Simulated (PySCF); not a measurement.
Structure with atom numbers: `[CH3:1][C:2](=[O:3])[c:4]1[cH:5][p:6][c:7]([F:8])[cH:9][c:10]1[CH3:11]`. Each H is labelled by its parent atom.

[PySCF: PBE0/pcSseg-1 with gauge-including orbitals; coordinates at the GFN2-xTB level; non-relativistic; averaged over atoms made equivalent by symmetry, fast rotation or ring inversion; one conformer; gas phase]

Problem. Predict the 2D correlation tables (HSQC, COSY, HMBC).

Solution. 

HSQC (one-bond C–H):
| δH | δC |
| --- | --- |
| 8.72 (H(C5)) | 160.5 (C5) |
| 7.69 (H(C9)) | 130.0 (C9) |
| 2.62 (H(C11)) | 23.3 (C11) |
| 2.52 (H(C1)) | 34.6 (C1) |

HMBC (two and three bonds, from the bond graph):
| δH | δC |
| --- | --- |
| 8.72 (H(C5)) | 212.7 (C2), 211.5 (C7), 150.1 (C4), 146.9 (C10) |
| 7.69 (H(C9)) | 211.5 (C7), 150.1 (C4), 146.9 (C10), 23.3 (C11) |
| 2.62 (H(C11)) | 150.1 (C4), 146.9 (C10), 130.0 (C9) |
| 2.52 (H(C1)) | 212.7 (C2), 150.1 (C4) |

No COSY cross peaks are expected.

Shifts are taken against calculated references (same method and geometry level): TMS for ¹H, ¹³C.

Short H···H contacts in this conformer between protons four or more bonds apart (candidates for NOE cross peaks, intensity ∝ r⁻⁶): H(C9)···H(C11) 2.30 Å, H(C1)···H(C5) 2.32 Å.

Shifts are as computed. Against solution values, carbons near 30 ppm lie about +3 ppm off and those near 130 ppm about +5 ppm. Of 1211 compounds with measured shifts, 218 miss one by over three times the rms of a fit or turn the order of signals round; such compounds aren't used in these exercises.
